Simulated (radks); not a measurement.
The numbers below are computed, except where a source is named.
Question: Hf3+, 69 electrons, occupied as [Xe] 4f14 5d1. Code: a radial shooting solver on a logarithmic mesh with Libxc functionals. Model: Dirac Kohn-Sham, PBE, spin-unpolarised, spherical densities, finite nucleus; open shells fill j = l - 1/2 first; Fermi nuclear charge, rms radius 5.347 fm. Some entries of the table are withheld. Estimate them.

orbital  occ.  eigenvalue (hartree)  <1/r> (bohr^-1)  r(max) (bohr)
1s1/2       2             -2396.262            83.78        0.01190
2s1/2       2             -410.3924            20.31        0.06826
2p1/2       2             -392.0726            20.28        0.05091
2p3/2       4             -348.2745            17.23        0.05754
3s1/2       2             -94.27407            7.451         0.1924
3p1/2       2             -86.13531            7.367         0.1804
3p3/2       4             -76.74911            6.581         0.1940
3d3/2       4                   (1)            6.472         0.1524
3d5/2       6                   (2)            6.284         0.1562
4s1/2       2             -19.78873            3.123         0.4379
4p1/2       2             -16.45129            3.013         0.4383
4p3/2       4             -14.30403            2.739         0.4673
4d3/2       4              -8.81352              (3)         0.4660
4d5/2       6              -8.42031              (4)         0.4753
5s1/2       2              -3.45217            1.185            (5)
5p1/2       2              -2.50149              (6)          1.097
5p3/2       4              -2.20944              (7)          1.183
4f5/2       6              -1.65072            1.937         0.4521
4f7/2       8              -1.58647            1.906         0.4573
5d3/2       1              -1.00870           0.6683          1.552
5d5/2       0              -0.98322           0.6505          1.592

Answer: 
(1) 3d3/2 eigenvalue (hartree): -62.94766
(2) 3d5/2 eigenvalue (hartree): -60.90042
(3) 4d3/2 <1/r> (bohr^-1): 2.519
(4) 4d5/2 <1/r> (bohr^-1): 2.453
(5) 5s1/2 r(max) (bohr): 1.016
(6) 5p1/2 <1/r> (bohr^-1): 1.056
(7) 5p3/2 <1/r> (bohr^-1): 0.9633
